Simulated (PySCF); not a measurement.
## Continuum solvent and chemical shifts

Numbering as in the mapped SMILES `[N:1]#[C:2][c:3]1[cH:4][cH:5][c:6]2[c:7]([cH:8]1)[CH2:9][CH2:10]2`. Hydrogens are named by the atom that carries them.

GIAO PBE0/pcSseg-1 in PySCF on one PBE0-D3(BJ)/def2-SVP conformer, non-relativistic, equivalent nuclei averaged. Solvents enter as an IEF-PCM continuum (benzene with ε = 2.3, acetone with ε = 20.5) around the gas-phase geometry. Shifts are referred to TMS computed in the same medium.

Gas phase, δ in ppm: C6 155.2, C7 150.6, C4 138.9, C8 132.9, C5 128.3, C2 124.9, C3 116.7, C10 31.6, C9 31.0, H(C4) 7.65, H(C8) 7.43, H(C5) 7.27, H(C10) 3.25, H(C9) 3.24. Dipole moment 5.41 D.

(1) How does each δ change in the continuum?

(2) Which nuclei move most (in ppm), and what does the model miss?

## Answers

(1) 
```csv
atoms,environment,"Δδ, benzene","Δδ, acetone"
C6,substituted aromatic carbon,+2.6,+5.5
C7,substituted aromatic carbon,+1.3,+2.8
C4,aromatic CH,+0.8,+1.8
C8,aromatic CH,+0.8,+1.6
C5,aromatic CH,+0.9,+2.1
C2,nitrile carbon,+2.5,+5.3
C3,substituted aromatic carbon,-1.6,-3.1
C10,sp3 CH2 on an aromatic ring,+0.7,+1.6
C9,sp3 CH2 on an aromatic ring,+0.6,+1.3
H(C4),hydrogen on an aromatic CH,+0.12,+0.24
H(C8),hydrogen on an aromatic CH,+0.12,+0.25
H(C5),hydrogen on an aromatic CH,+0.14,+0.31
H(C10),hydrogen on an sp3 CH2 on an aromatic ring,+0.08,+0.16
H(C9),hydrogen on an sp3 CH2 on an aromatic ring,+0.07,+0.14
```

Changes are relative to the gas phase. The dipole moment becomes 6.21 D in benzene, 7.04 D in acetone.

(2) C6 (substituted aromatic carbon, +5.5 ppm) in acetone. A continuum only polarises the solute; specific hydrogen bonds, the anisotropy of aromatic solvents and changes of geometry or conformer are outside it.
